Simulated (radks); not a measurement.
Species: the scandium ion Sc4+. Configuration: [Ne] 3s2 3p5.

Calculated with a radial shooting solver on a logarithmic mesh with Libxc functionals: non-relativistic Kohn-Sham, exchange-only B88, spin-unpolarised, spherical densities, point nucleus.

Energy parts (eV):
part                  energy
total             -20558.907
kinetic            20558.907
electron-nucleus  -47791.461
Hartree             7670.011
exchange            -996.363

Orbitals (lengths in bohr, moments of r in powers of bohr; <r^-3> diverges for s and p1/2):
orbital  occ.  eigenvalue (eV)      <r^4>  <r^-3>
1s          2        -4428.277  0.0001354       -
2s          2        -524.4632    0.03527       -
2p          6        -442.9410    0.02837   219.0
3s          2        -103.5963      2.391       -
3p          5         -82.0439      3.174   27.83

The highest occupied level is 3p at -82.044 eV. The electron density at the nucleus is 6195 e/bohr^3.
